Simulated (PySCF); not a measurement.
C6H7F, SMILES C=C1C=C(F)CC1. The structure is a stationary point at PBE-D3(BJ)/def2-SVP. This is a generated structure with no PubChem entry under its InChIKey; it may be hypothetical. Other conformers were not sampled.

Computed equilibrium geometry at PBE-D3(BJ)/def2-SVP (PySCF confirms it by a frequency run) as bond lengths and angles (one conformer of several):
Atoms: C1 C2 C3 C4 F5 C6 C7 H8 H9 H10 H11 H12 H13 H14. Bonds (Å): C1–C2 1.353, C1–H8 1.101, C1–H9 1.100, C2–C3 1.460, C2–C7 1.534, C3–C4 1.355, C3–H10 1.098, C4–F5 1.337, C4–C6 1.500, C6–C7 1.550, C6–H11 1.112, C6–H12 1.112, C7–H13 1.109, C7–H14 1.109. Bond angles (°): C2–C1–H8 121.3, C2–C1–H9 121.2, H8–C1–H9 117.5, C1–C2–C3 126.8, C1–C2–C7 125.7, C3–C2–C7 107.5, C2–C3–C4 109.4, C2–C3–H10 125.2, C4–C3–H10 125.5, C3–C4–F5 125.8, C3–C4–C6 114.6, F5–C4–C6 119.6, C4–C6–C7 102.4, C4–C6–H11 110.9, C4–C6–H12 110.8, C7–C6–H11 113.4, C7–C6–H12 113.4, H11–C6–H12 106.1, C2–C7–C6 106.1, C2–C7–H13 110.6, C2–C7–H14 110.5, C6–C7–H13 111.7, C6–C7–H14 111.6, H13–C7–H14 106.5.
Charge 0, spin multiplicity 1.
